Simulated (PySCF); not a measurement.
**What settings do to a single point of [La(NH3)3]3+**

The sound run of [La(NH3)3]3+ (singlet) uses PySCF 2.14.0, RKS B3LYP, La def2-SVP with ECP46, N def2-SVP, H def2-SVP; non-relativistic Hamiltonian with scalar-relativistic core potentials where named; density fitting; no spin-orbit coupling, grid (50, 194), threshold 1e-8 Eh and 55 cycles, at the relaxed geometry:

```xyz
13

La    0.0000    0.0000    0.7902
N     2.4555   -0.0004    0.0025
H     3.1394   -0.2585    0.7392
H     2.6907   -0.6514   -0.7698
H     2.8175    0.9087   -0.3402
N    -1.2274    2.1267    0.0025
H    -1.3458    2.8481    0.7392
H    -0.7812    2.6560   -0.7698
H    -2.1957    1.9857   -0.3402
N    -1.2281   -2.1263    0.0025
H    -1.7936   -2.5896    0.7392
H    -1.9095   -2.0045   -0.7698
H    -0.6218   -2.8944   -0.3402
```

There La1 has a Mulliken charge of 1.88 e and the dipole about the centre of mass is 2.10 D. Each run below changes one thing and starts from free metal ions and neutral atoms unless it says otherwise; with 55 cycles, smearing, a level shift and second-order steps follow where DIIS fails, and their cycles count. Energy shifts count from the sound run. On f atoms grids over 110 angular points are at least (60, 302).

```tsv
change	outcome	cycles	energy shift (eV)	largest force component (eV/Å)	charge on La1 (e)	dipole about the centre of mass (D)
grid (99, 590)	converged	9	0.0000	0.01	1.88	2.10
cycle limit 3	not converged	3	–	–	–	–
```

Task: One further run converged with energy shift (eV) 19.73, largest force component (eV/Å) 47.41, charge on La1 (e) 2.23, dipole about the centre of mass (D) 2.24. Which change was it?
A. threshold 1e-05
B. start from a density of up to 30 smeared cycles (not counted)
C. H4 put 1.1 Å from La1, limit 78 cycles

Result: C.

Task: And the other changes listed?

Result: 
| change | outcome | cycles | energy shift (eV) | largest force component (eV/Å) | charge on La1 (e) | dipole about the centre of mass (D) |
| --- | --- | --- | --- | --- | --- | --- |
| threshold 1e-05 | converged | 7 | 0.0000 | 0.01 | 1.88 | 2.10 |
| start from a density of up to 30 smeared cycles (not counted) | converged | 6 | 0.0000 | 0.01 | 1.88 | 2.10 |

Unsound on purpose, so not properties of the compound: H4 put 1.1 Å from La1, limit 78 cycles.

Forces carry noise of the integration grid, about 0.01 to 0.03 eV/Å.
